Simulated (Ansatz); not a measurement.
Cost and result for the atomization energy of CH$_{4}$AlI (7 atoms, 7 bonds).

```json
{"atom": "Al1", "x (Å)": "-0.322", "y (Å)": "0.257", "z (Å)": "-0.992"}
{"atom": "C2", "x (Å)": "0.630", "y (Å)": "-0.026", "z (Å)": "0.700"}
{"atom": "I3", "x (Å)": "-1.221", "y (Å)": "-0.995", "z (Å)": "1.379"}
{"atom": "H4", "x (Å)": "-0.163", "y (Å)": "-0.844", "z (Å)": "-2.118"}
{"atom": "H5", "x (Å)": "-1.108", "y (Å)": "1.617", "z (Å)": "-1.177"}
{"atom": "H6", "x (Å)": "0.789", "y (Å)": "0.785", "z (Å)": "1.406"}
{"atom": "H7", "x (Å)": "1.394", "y (Å)": "-0.794", "z (Å)": "0.803"}
```

Total charge 0; spin multiplicity 1. Correlated methods include outer-core shells of I, which these sets cover unevenly. I: def2 effective core potential. The bonds changed during the relaxation, so this is another structure than the one it started from. Geometry: relaxed with PBE0-D4/def2-TZVP. Program: Ansatz. All runs use 2 threads of an Intel Xeon 6975P-C on a shared host. Times are those of one run each, without the atoms' runs, and a repeat can differ threefold. Electronic energies, without spin–orbit coupling; frozen cores. CCSD(T)/CBS adds CCSD(T) − MP2 in def2-TZVPP to the MP2 limit, and its time is that of the two runs behind it. T1 = 0.010. With those shells the extrapolation isn't a true limit.

CCSD(T)/CBS is a level of theory with its own doubt, some kJ/mol a heavy atom from the limit and from the frozen cores, so smaller differences don't rank the functionals.

```
                             level  functions  wall time
                BLYP-D4/def2-TZVPP        179      1.1 s
                PBE0-D4/def2-TZVPP        179      1.4 s
                  CCSD(T)/def2-SVP         78      1.5 s
               BHLYP-D4/def2-TZVPP        179        2 s
r2SCAN-D4/def2-TZVPP (with forces)        179      2.2 s
             r2SCANh-D4/def2-TZVPP        179      2.3 s
                 B2PLYP/def2-TZVPP        179      2.8 s
               PBE-QIDH/def2-TZVPP        179        3 s
                ωB97X-V/def2-TZVPP        179      3.9 s
  ωB97M-V/def2-TZVPP (with forces)        179        5 s
                    MP2/def2-QZVPP        329      8.5 s
                CCSD(T)/def2-TZVPP        179       19 s
                 CCSD(T)/CBS(def2)          –       27 s
```

Q: What atomization energy does each give, and how far from CCSD(T)/CBS? (Best estimate.)

A: Ansatz gave: 
```csv
level,atomization (kcal/mol),difference from CCSD(T)/CBS,per bond
BLYP-D4/def2-TZVPP,472.9,-10.0,-1.4
PBE0-D4/def2-TZVPP,476.7,-6.2,-0.9
CCSD(T)/def2-SVP,450.1,-32.8,-4.7
BHLYP-D4/def2-TZVPP,467.3,-15.6,-2.2
r2SCAN-D4/def2-TZVPP (with forces),480.7,-2.2,-0.3
r2SCANh-D4/def2-TZVPP,478.5,-4.4,-0.6
B2PLYP/def2-TZVPP,471.6,-11.3,-1.6
PBE-QIDH/def2-TZVPP,475.6,-7.3,-1.0
ωB97X-V/def2-TZVPP,479.1,-3.8,-0.5
ωB97M-V/def2-TZVPP (with forces),477.8,-5.1,-0.7
MP2/def2-QZVPP,480.8,-2.1,-0.3
CCSD(T)/def2-TZVPP,468.7,-14.2,-2.0
CCSD(T)/CBS(def2),482.9,0.0,0.0
```

From r2SCAN to r2SCAN0 (25 % exact exchange), in def2-TZVPP and without D4, the atomization energy moves by −5.6 kcal/mol: exact exchange takes away binding that semilocal exchange gives to molecules. In def2-TZVPP, CCSD(T) changes the Hartree–Fock value by +116.2 kcal/mol (the triples alone add +7.3 kcal/mol) and MP2 by +119.9 kcal/mol; breaking electron pairs costs correlation energy, which Hartree–Fock lacks. At CCSD(T), def2-SVP lies −32.8 kcal/mol from the extrapolated value and def2-TZVPP −14.2 kcal/mol: correlation converges slowly with the basis, and small sets miss more of it in the bonded molecule than in its fragments.

Spin–orbit coupling would lower the free I atoms strongly, and the atomization energy with them, by more than many differences here.
